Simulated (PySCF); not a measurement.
# Ta (tantalum, neutral) across methods

[Xe] 4f14 5d2 6s2 7s1, high-spin 4F determinant (an excited configuration). Computed with PySCF 2.14 in aug-cc-pVTZ-PP with ECP60MDF, with a scalar-relativistic core potential.

```
method  E (hartree)  mean ε 5d α (eV)  mean ε 6s β (eV)  mean ε 7s α (eV)  Σ⟨r²⟩ (bohr²)   ⟨S²⟩
   LDA     -56.9375            -9.514            -8.756            -1.626          127.7  3.751
 HSE06     -57.0725           -10.670            -8.895            -1.645          131.8  3.752
   PBE     -57.1043            -9.682            -8.504            -1.648          130.7  3.752
r2SCAN     -57.0950           -10.231            -8.624            -1.612          131.4  3.759
 TPSSh     -57.0694           -10.455            -8.743            -1.702          133.4  3.754
   UHF    -56.56346           -14.760           -10.294            -2.288          135.3  3.758
  TPSS     -57.0804            -9.918            -8.462            -1.614          133.3  3.753
  PBE0     -57.0704           -11.091            -9.201            -1.881          131.7  3.753
```

(1) Estimate the same row for LC-wPBE.

Energies and moments cover only the electrons outside the core potential. Spin-orbit coupling, absent here, splits the open shell strongly. The outer electron is Rydberg-like, and this basis confines it to a smaller radius and binds it less than a complete one would.

## Answers

(1) E (hartree) = -57.0882; mean ε 5d α (eV) = -13.755; mean ε 6s β (eV) = -11.310; mean ε 7s α (eV) = -2.582; Σ⟨r²⟩ (bohr²) = 132.6; ⟨S²⟩ = 3.754.
